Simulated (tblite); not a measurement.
C₆H₆O₂.
SMILES with atom numbers: `[CH:1]#[C:2]/[CH:3]=[CH:4]\[C:5](=[O:6])[O:7][CH3:8]` (hydrogens: H9 on C1; H10 on C3; H11 on C4; H12, H13, H14 on C8)

Computed with GFN2-xTB (tblite), gas phase: nudged elastic band of 9 images (0 to 8), spring 0.2 eV/Å², climbing image at the end, force threshold 0.05 eV/Å. No saddle search or frequency run followed, so the top image need not be a first-order saddle, and its height can exceed the method's true barrier by a kcal/mol or more.

Path: rotation about C5–O7 (ester carbonyl carbon, ester single-bonded oxygen), followed by the dihedral C4–C5–O7–C8, from 180° to 0°. Start geometry (image 0):
```
atom  x, y, z in Å
C1      2.862    1.674    0.366
C2      2.406    0.625   -0.005
C3      1.963   -0.627   -0.458
C4      0.682   -1.019   -0.479
C5     -0.428   -0.170   -0.025
O6     -0.347    0.951    0.412
O7     -1.599   -0.824   -0.162
C8     -2.755   -0.111    0.242
H9      3.216    2.604    0.699
H10     2.742   -1.296   -0.806
H11     0.402   -1.997   -0.839
H12    -2.688    0.151    1.300
H13    -2.856    0.809   -0.339
H14    -3.600   -0.771    0.064
```

The first guess turns that dihedral rigidly in even steps and adds one set of random displacements (0.04 Å standard deviation a coordinate) to every inner image. Energies of the images above image 0 (eV) in the early part of the optimisation:

| iteration | 1 | 2 | 3 | 4 | 5 | 6 | 7 | 8 |
| --- | --- | --- | --- | --- | --- | --- | --- | --- |
| 0 | 0.952 | 1.145 | 1.293 | 1.336 | 1.310 | 1.466 | 1.777 | 0.342 |
| 10 | 0.163 | 0.365 | 0.578 | 0.675 | 0.674 | 0.788 | 0.926 | 0.342 |
| 20 | 0.093 | 0.285 | 0.512 | 0.615 | 0.596 | 0.646 | 0.681 | 0.342 |
| 30 | 0.081 | 0.270 | 0.501 | 0.607 | 0.583 | 0.609 | 0.619 | 0.342 |
| 40 | 0.063 | 0.235 | 0.480 | 0.603 | 0.544 | 0.489 | 0.435 | 0.342 |
| 50 | 0.058 | 0.228 | 0.475 | 0.601 | 0.536 | 0.473 | 0.416 | 0.342 |
| 60 | 0.057 | 0.227 | 0.474 | 0.600 | 0.534 | 0.471 | 0.414 | 0.342 |
| 70 | 0.054 | 0.220 | 0.471 | 0.599 | 0.526 | 0.460 | 0.400 | 0.342 |

Task: Where does the band end, and how far was the first guess from it?

Result: Final energies, images 1 to 8: 0.033, 0.183, 0.458, 0.598, 0.493, 0.422, 0.363, 0.342 eV. The highest point drops from 1.78 eV (image 7) to 0.598 eV (image 4), by 1.18 eV. Image 4 moved by 0.06 Å rms, its dihedral from -95° to -87°. The end images are fixed. The true force on the top image ends at 0.020 eV/Å, and the largest on any image at 0.17 eV/Å; away from the top, the method drives only the force across the path to zero. The last saved iteration is 150.

The cost below is that of the whole band run. Hardware: Arm Neoverse V1, one thread, shared host with 32 logical CPUs at a one-minute load of 16. Cost: 6.7 s of wall time, 0.18 GiB resident at most.
